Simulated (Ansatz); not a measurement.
**Nudged elastic band run: H₉N₃OSi**

Input:

```yaml
crystal:
  periodic: [false, false, false]
  atoms:
    - { symbol: Si, position_ang: [-0.188728, 0.2861, -0.023189] }
    - { symbol: H, position_ang: [-0.505684, 0.404403, 1.43155] }
    - { symbol: "N", position_ang: [1.513223, 0.333718, -0.227863] }
    - { symbol: H, position_ang: [2.008486, -0.442443, 0.205713] }
    - { symbol: H, position_ang: [1.864752, 0.509842, -1.160369] }
    - { symbol: "N", position_ang: [-0.807298, 1.517177, -1.070565] }
    - { symbol: H, position_ang: [-1.806132, 1.582027, -1.213057] }
    - { symbol: H, position_ang: [-0.397788, 2.441198, -1.01444] }
    - { symbol: "N", position_ang: [-0.921979, -1.263802, -0.410038] }
    - { symbol: H, position_ang: [-1.783509, -1.500478, 0.069707] }
    - { symbol: H, position_ang: [-1.001178, -1.508191, -1.391897] }
    - { symbol: O, position_ang: [1.449309, -2.50678, 0.787206] }
    - { symbol: H, position_ang: [0.600546, -2.293768, 0.341895] }
    - { symbol: H, position_ang: [1.197179, -2.645505, 1.708347] }
basis:
  gaussian: { orbitals: "6-31G*" }
hamiltonian:
  xc: pbe0
neb:
  order_check: false
  images: 5
  f_tol: 0.03
  max_iterations: 60
  final_atoms:
    - { symbol: Si, position_ang: [0.04045017, -0.37024094, -0.5936009] }
    - { symbol: H, position_ang: [0.77414754, -0.55208951, 3.98762476] }
    - { symbol: "N", position_ang: [1.66826452, -0.00332163, -0.99386275] }
    - { symbol: H, position_ang: [2.40565681, -0.63446298, -0.71654881] }
    - { symbol: H, position_ang: [1.89247842, 0.50310965, -1.8371766] }
    - { symbol: "N", position_ang: [-0.77524713, 1.13991628, -0.63463446] }
    - { symbol: H, position_ang: [-1.77954736, 1.17569846, -0.53106913] }
    - { symbol: H, position_ang: [-0.32756358, 1.93910486, -0.20847369] }
    - { symbol: "N", position_ang: [-0.99734229, -1.38378273, -1.54297739] }
    - { symbol: H, position_ang: [-0.74458581, -2.35642606, -1.66070039] }
    - { symbol: H, position_ang: [-1.35229316, -1.00747332, -2.41271833] }
    - { symbol: O, position_ang: [0.24357127, -1.21056587, 0.83399501] }
    - { symbol: H, position_ang: [-0.5581101, -1.67925046, 1.09397352] }
    - { symbol: H, position_ang: [0.7313197, -0.64671773, 3.24916916] }
  initial_path:
    images:
      - { positions_ang: [[-0.188728, 0.2861, -0.023189], [-0.505684, 0.404403, 1.43155], [1.513223, 0.333718, -0.227863], [2.008486, -0.442443, 0.205713], [1.864752, 0.509842, -1.160369], [-0.807298, 1.517177, -1.070565], [-1.806132, 1.582027, -1.213057], [-0.397788, 2.441198, -1.01444], [-0.921979, -1.263802, -0.410038], [-1.783509, -1.500478, 0.069707], [-1.001178, -1.508191, -1.391897], [1.449309, -2.50678, 0.787206], [0.600546, -2.293768, 0.341895], [1.197179, -2.645505, 1.708347]] }
      - { positions_ang: [[-0.12767482, 0.19101562, -0.01742048], [-0.35596572, 0.27540078, 1.55547444], [1.58451476, 0.22365706, -0.33973167], [2.08377315, -0.5995217, -0.10338141], [1.98609419, 0.64733305, -1.01691863], [-0.82222921, 1.50352313, -0.93023976], [-1.82527711, 1.52589862, -1.12881518], [-0.3765236, 2.42703789, -0.91428174], [-0.89419214, -1.34047676, -0.48070591], [-1.65222337, -1.70247648, 0.06141726], [-0.92518981, -1.58957991, -1.47722666], [1.20660445, -2.24395989, 0.74309973], [0.43269069, -2.35233823, 0.36041922], [0.90679754, -2.05201517, 1.72131075]] }
      - { positions_ang: [[-0.06662164, 0.09593123, -0.01165196], [-0.20624744, 0.14639855, 1.67939889], [1.65580652, 0.11359612, -0.45160033], [2.15906029, -0.7566004, -0.41247582], [2.10743638, 0.7848241, -0.87346825], [-0.83716041, 1.48986927, -0.78991453], [-1.84442222, 1.46977024, -1.04457335], [-0.3552592, 2.41287777, -0.81412348], [-0.86640527, -1.41715153, -0.55137381], [-1.52093774, -1.90447495, 0.05312753], [-0.84920163, -1.67096882, -1.56255631], [0.9638999, -1.98113978, 0.69899347], [0.26483539, -2.41090847, 0.37894345], [0.61641607, -1.45852534, 1.73427451]] }
      - { positions_ang: [[-0.00556845, 0.00084685, -0.00588343], [-0.05652916, 0.01739633, 1.80332333], [1.72709828, 0.00353518, -0.563469], [2.23434744, -0.9136791, -0.72157023], [2.22877857, 0.92231515, -0.73001788], [-0.85209162, 1.4762154, -0.64958929], [-1.86356733, 1.41364186, -0.96033153], [-0.3339948, 2.39871766, -0.71396522], [-0.83861841, -1.49382629, -0.62204172], [-1.38965211, -2.10647343, 0.04483779], [-0.77321344, -1.75235773, -1.64788597], [0.72119535, -1.71831967, 0.6548872], [0.09698008, -2.4694787, 0.39746767], [0.32603461, -0.86503551, 1.74723826]] }
      - { positions_ang: [[0.00977109, -0.12284908, -0.20178926], [0.22036308, -0.17243228, 2.53142381], [1.70748702, 0.00124957, -0.70693358], [2.29145056, -0.82060706, -0.71989642], [2.11667852, 0.78257998, -1.09907078], [-0.82647679, 1.36411569, -0.64460435], [-1.83556068, 1.33432739, -0.81724406], [-0.33185106, 2.24551339, -0.54546804], [-0.89152637, -1.4571451, -0.92902028], [-1.17463001, -2.18979097, -0.52367493], [-0.96624001, -1.50406293, -1.90283009], [0.56198732, -1.5490684, 0.71458981], [-0.12138332, -2.20606929, 0.62963629], [0.46112964, -0.79226292, 2.24788189]] }
      - { positions_ang: [[0.02511063, -0.24654501, -0.39769508], [0.49725531, -0.3622609, 3.25952428], [1.68787577, -0.00103603, -0.85039816], [2.34855369, -0.72753502, -0.71822261], [2.00457847, 0.64284482, -1.46812369], [-0.80086196, 1.25201598, -0.6396194], [-1.80755402, 1.25501293, -0.67415659], [-0.32970732, 2.09230912, -0.37697087], [-0.94443433, -1.42046392, -1.23599884], [-0.95960791, -2.27310852, -1.09218766], [-1.15926659, -1.25576812, -2.15777421], [0.40277929, -1.37981714, 0.77429241], [-0.33974671, -1.94265988, 0.8618049], [0.59622467, -0.71949033, 2.74852552]] }
      - { positions_ang: [[0.04045017, -0.37024094, -0.5936009], [0.77414754, -0.55208951, 3.98762476], [1.66826452, -0.00332163, -0.99386275], [2.40565681, -0.63446298, -0.71654881], [1.89247842, 0.50310965, -1.8371766], [-0.77524713, 1.13991628, -0.63463446], [-1.77954736, 1.17569846, -0.53106913], [-0.32756358, 1.93910486, -0.20847369], [-0.99734229, -1.38378273, -1.54297739], [-0.74458581, -2.35642606, -1.66070039], [-1.35229316, -1.00747332, -2.41271833], [0.24357127, -1.21056587, 0.83399501], [-0.5581101, -1.67925046, 1.09397352], [0.7313197, -0.64671773, 3.24916916]] }
```

Command:

```bash
$ ansatz run input.yaml --threads 2 --pin off --max-ram 3072MiB --backend cpu --events-out ev --progress --plain --runs-dir out
```

Output, in part (warnings, iteration lines, the closing report on the highest movable image, with atoms numbered from 0):

```
NEB end point (image 0): max|allowed force component| = 2.227e-2 eV/Å (the criterion of neb.relax_end_points is 1.000e-2)
NEB end point (image 6): max|allowed force component| = 9.043e-3 eV/Å (the criterion of neb.relax_end_points is 1.000e-2)
NEB iter   1: max|band force component| = 1.094e1 eV/Å  barrier→ = 6.0765 eV  barrier← = 6.7686 eV  Δτ_max = 0.2000 Å  (184 SCF iters)
NEB iter   2: max|band force component| = 3.277e0 eV/Å  barrier→ = 3.6573 eV  barrier← = 4.3495 eV  Δτ_max = 0.2000 Å  (148 SCF iters)
NEB iter   3: max|band force component| = 1.913e0 eV/Å  barrier→ = 2.3545 eV  barrier← = 3.0466 eV  Δτ_max = 0.1985 Å  (142 SCF iters)
NEB iter   4: max|band force component| = 1.411e0 eV/Å  barrier→ = 1.3353 eV  barrier← = 2.0275 eV  Δτ_max = 0.1823 Å  (138 SCF iters)
NEB iter   5: max|band force component| = 1.041e0 eV/Å  barrier→ = 1.0693 eV  barrier← = 1.7615 eV  Δτ_max = 0.1972 Å  (137 SCF iters)
NEB iter   6: max|band force component| = 6.132e-1 eV/Å  barrier→ = 0.9933 eV  barrier← = 1.6855 eV  Δτ_max = 0.1999 Å  (138 SCF iters)
NEB iter   7: max|band force component| = 6.595e-1 eV/Å  barrier→ = 0.8844 eV  barrier← = 1.5766 eV  CI = image 2  Δτ_max = 0.2000 Å  (136 SCF iters)
NEB iter   8: max|band force component| = 1.133e0 eV/Å  barrier→ = 1.1398 eV  barrier← = 1.8320 eV  CI = image 2  Δτ_max = 0.0997 Å  (138 SCF iters)
NEB iter   9: max|band force component| = 1.230e0 eV/Å  barrier→ = 1.2353 eV  barrier← = 1.9275 eV  CI = image 2  Δτ_max = 0.1916 Å  (140 SCF iters)
NEB iter  10: max|band force component| = 1.354e0 eV/Å  barrier→ = 1.4780 eV  barrier← = 2.1702 eV  CI = image 2  Δτ_max = 0.1978 Å  (139 SCF iters)
NEB iter  11: max|band force component| = 1.268e0 eV/Å  barrier→ = 1.6258 eV  barrier← = 2.3180 eV  CI = image 2  Δτ_max = 0.1975 Å  (138 SCF iters)
NEB iter  12: max|band force component| = 1.032e0 eV/Å  barrier→ = 1.7989 eV  barrier← = 2.4911 eV  CI = image 2  Δτ_max = 0.2000 Å  (131 SCF iters)
NEB iter  13: max|band force component| = 7.436e-1 eV/Å  barrier→ = 1.9067 eV  barrier← = 2.5988 eV  CI = image 2  Δτ_max = 0.2000 Å  (133 SCF iters)
NEB iter  14: max|band force component| = 1.160e0 eV/Å  barrier→ = 1.8152 eV  barrier← = 2.5074 eV  CI = image 2  Δτ_max = 0.0997 Å  (139 SCF iters)
NEB iter  15: max|band force component| = 4.937e-1 eV/Å  barrier→ = 1.7683 eV  barrier← = 2.4605 eV  CI = image 2  Δτ_max = 0.1003 Å  (134 SCF iters)
NEB iter  16: max|band force component| = 2.854e-1 eV/Å  barrier→ = 1.7254 eV  barrier← = 2.4176 eV  CI = image 2  Δτ_max = 0.0986 Å  (125 SCF iters)
NEB iter  17: max|band force component| = 2.139e-1 eV/Å  barrier→ = 1.6939 eV  barrier← = 2.3861 eV  CI = image 2  Δτ_max = 0.1011 Å  (135 SCF iters)
NEB iter  18: max|band force component| = 1.183e0 eV/Å  barrier→ = 1.6745 eV  barrier← = 2.3667 eV  CI = image 2  Δτ_max = 0.0518 Å  (133 SCF iters)
NEB iter  19: max|band force component| = 2.630e-1 eV/Å  barrier→ = 1.6679 eV  barrier← = 2.3601 eV  CI = image 2  Δτ_max = 0.1000 Å  (130 SCF iters)
NEB iter  20: max|band force component| = 1.207e-1 eV/Å  barrier→ = 1.6610 eV  barrier← = 2.3532 eV  CI = image 2  Δτ_max = 0.0352 Å  (133 SCF iters)
NEB iter  21: max|band force component| = 9.519e-2 eV/Å  barrier→ = 1.6596 eV  barrier← = 2.3518 eV  CI = image 2  Δτ_max = 0.1121 Å  (126 SCF iters)
NEB iter  22: max|band force component| = 1.547e-1 eV/Å  barrier→ = 1.6589 eV  barrier← = 2.3511 eV  CI = image 2  Δτ_max = 0.0557 Å  (132 SCF iters)
NEB iter  23: max|band force component| = 8.991e-2 eV/Å  barrier→ = 1.6585 eV  barrier← = 2.3507 eV  CI = image 2  Δτ_max = 0.0572 Å  (115 SCF iters)
NEB iter  24: max|band force component| = 7.712e-2 eV/Å  barrier→ = 1.6584 eV  barrier← = 2.3506 eV  CI = image 2  Δτ_max = 0.0375 Å  (121 SCF iters)
NEB iter  25: max|band force component| = 7.495e-2 eV/Å  barrier→ = 1.6584 eV  barrier← = 2.3505 eV  CI = image 2  Δτ_max = 0.0311 Å  (113 SCF iters)
NEB iter  26: max|band force component| = 4.310e-2 eV/Å  barrier→ = 1.6584 eV  barrier← = 2.3505 eV  CI = image 2  Δτ_max = 0.0557 Å  (108 SCF iters)
NEB iter  27: max|band force component| = 3.256e-1 eV/Å  barrier→ = 1.6584 eV  barrier← = 2.3505 eV  CI = image 2  Δτ_max = 0.0288 Å  (107 SCF iters)
NEB iter  28: max|band force component| = 1.307e-1 eV/Å  barrier→ = 1.6584 eV  barrier← = 2.3505 eV  CI = image 2  Δτ_max = 0.0381 Å  (116 SCF iters)
NEB iter  29: max|band force component| = 3.675e-2 eV/Å  barrier→ = 1.6584 eV  barrier← = 2.3505 eV  CI = image 2  Δτ_max = 0.0246 Å  (111 SCF iters)
NEB iter  30: max|band force component| = 2.723e-2 eV/Å  barrier→ = 1.6584 eV  barrier← = 2.3505 eV  CI = image 2  Δτ_max = 0.0000 Å  (248 SCF iters)
Total energy: -14530.36984609 eV, -533.9812428054 hartree
Atom 0 at     0.107246    -0.292158    -0.145885 Å, force     0.000382    -0.000836     0.000891 eV/Å
Atom 1 at    -0.168675     0.180415     1.526254 Å, force    -0.000708    -0.000401    -0.000197 eV/Å
Atom 2 at     1.721272     0.035043    -0.592442 Å, force     0.000816     0.000367     0.000055 eV/Å
Atom 3 at     2.473213    -0.599956    -0.376445 Å, force    -0.000133    -0.000187     0.000020 eV/Å
Atom 4 at     1.934112     0.715236    -1.305813 Å, force    -0.000208    -0.000070    -0.000114 eV/Å
Atom 5 at    -0.658488     1.189909    -0.692811 Å, force    -0.000167     0.000175    -0.000228 eV/Å
Atom 6 at    -1.660262     1.247441    -0.548496 Å, force    -0.000039     0.000097     0.000066 eV/Å
Atom 7 at    -0.240604     2.044755    -0.343276 Å, force     0.000007    -0.000030     0.000009 eV/Å
Atom 8 at    -1.064419    -1.399518    -0.781815 Å, force    -0.000137     0.000458     0.000085 eV/Å
Atom 9 at    -0.814158    -2.369800    -0.916306 Å, force     0.000092    -0.000021     0.000014 eV/Å
Atom 10 at    -1.600026    -1.061197    -1.571640 Å, force    -0.000011    -0.000200     0.000144 eV/Å
Atom 11 at     0.783893    -1.684179     1.025823 Å, force    -0.000673     0.000597    -0.000198 eV/Å
Atom 12 at     0.131062    -2.394219     1.122284 Å, force    -0.000027    -0.000239    -0.000137 eV/Å
Atom 13 at     0.277033    -0.698275     1.633567 Å, force     0.000804     0.000289    -0.000410 eV/Å
Dipole moment:    -0.131151    -0.159761    -0.137924 e Å
```

It converged. Neighbouring images differ by up to 1.8 eV, so the band resolves the path poorly. A vibrational analysis at the climbing image gives one clearly imaginary mode, 1263i cm⁻¹: a first-order saddle point. The orbitals stay closed-shell, which can raise the energy where a bond breaks towards radicals; this wasn't checked here.

Final band (atoms are numbered from 1 in the order of the input):

| image | path coordinate (Å) | energy (kJ/mol) | Si1–H2 (Å) | O12–H14 (Å) | Si1–O12 (Å) |
| --- | --- | --- | --- | --- | --- |
| 0 | 0.00 | 0.0 | 1.49 | 0.97 | 3.34 |
| 1 | 2.00 | 27.5 | 1.50 | 0.97 | 3.00 |
| 2 | 4.01 | 160.0 | 1.76 | 1.26 | 1.94 |
| 3 | 5.28 | -10.0 | 2.70 | 1.96 | 1.70 |
| 4 | 6.55 | -61.5 | 3.61 | 2.30 | 1.67 |
| 5 | 7.82 | -66.6 | 4.34 | 2.55 | 1.67 |
| 6 | 9.09 | -66.8 | 4.64 | 2.53 | 1.67 |

Time of the run: 2.9 min on 2 threads of AMD EPYC 9R45 96-Core Processor (Zen 5), on a shared host, peak memory 0.24 GiB.
